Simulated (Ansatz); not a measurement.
```yaml
crystal:
  periodic: [false, false, false]
  atoms:
    - {symbol: Mg, position_ang: [-1.004512, -0.052097, 1.375751]}
    - {symbol: H, position_ang: [-2.051048, -0.046490, 2.709758]}
    - {symbol: Cl, position_ang: [0.790640, -1.426174, 0.568140]}
    - {symbol: Mg, position_ang: [0.980042, -0.006319, -1.322789]}
    - {symbol: H, position_ang: [1.920693, 0.053524, -2.701025]}
    - {symbol: Cl, position_ang: [-0.751176, 1.391734, -0.519675]}
basis:
  gaussian: {orbitals: cc-pVTZ-DK}
total_charge: -1
magnetization: {spin_polarized: true, initial_magnetization: 1}
hamiltonian: {xc: {name: revPBE}, dispersion: d4, pseudopotentials: {relativity: none}}
output: {forces: true}
```

```sh
$ ansatz run in.yaml --threads 2 --pin off --events-out ev --progress --plain --max-ram 4352MiB
```

Output, abridged:

```
Functional definition: revPBE
1216 factors; their error is unknown
mean field evaluation 1: about -35939.2569 eV, gradient 1.7e1 eV
mean field evaluation 2: about -35937.0308 eV, gradient 2.1e1 eV
mean field evaluation 4: about -35941.7443 eV, gradient 3.9e0 eV
mean field evaluation 8: about -35941.8664 eV, gradient 1.7e-1 eV
mean field evaluation 16: about -35941.7938 eV, gradient 1.6e-2 eV
mean field evaluation 32: about -35941.7955 eV, gradient 1.4e-3 eV
mean field evaluation 64: about -35941.5925 eV, gradient 2.4e0 eV
mean field evaluation 96: about -35940.3617 eV, gradient 2.6e0 eV
mean field -35941.79547054 eV, -1320.8366213183 hartree, gradient 1.5e-6 eV, S^2 0.751796; 18 other end points of the search recorded, 0 dependent functions left out
reference -35941.79553990 eV, -1320.8366238673 hartree; 31, 30 occupied and 133, 134 virtual orbitals, 1216 factors
WARN: the results are in doubt because the basis set is contracted for relativity, which is off
Total energy: -35942.24302054 eV, -1320.8530684777 hartree
Atom 0 at    -1.004512    -0.052097     1.375751 Å, force    -0.247101    -0.387074    -0.457386 eV/Å
Atom 1 at    -2.051048    -0.046490     2.709758 Å, force    -0.180603     0.186137     0.620480 eV/Å
Atom 2 at     0.790640    -1.426174     0.568140 Å, force     0.322251    -0.548671     0.279376 eV/Å
Atom 3 at     0.980042    -0.006319    -1.322789 Å, force     0.158656     0.187894     0.507081 eV/Å
Atom 4 at     1.920693     0.053524    -2.701025 Å, force     0.294378    -0.090852    -0.781685 eV/Å
Atom 5 at    -0.751176     1.391734    -0.519675 Å, force    -0.347581     0.652565    -0.167867 eV/Å
Dipole moment:     0.064975     0.090704    -0.018756 e Å
In doubt: the basis set is contracted for relativity, which is off
```

Hardware: 2 threads of Intel Xeon 6975P-C on a shared host. Wall time 20 s.

DK, ANO-RCC and x2c sets are all-electron and run with scalar relativity unless a key says otherwise. The highest occupied level of an anion often lies above zero with these methods, and sets without diffuse functions describe the outer electron poorly. The program marks the result for the charge -1 doublet as doubtful (missing relativity).

The dipole of an ion depends on the origin.
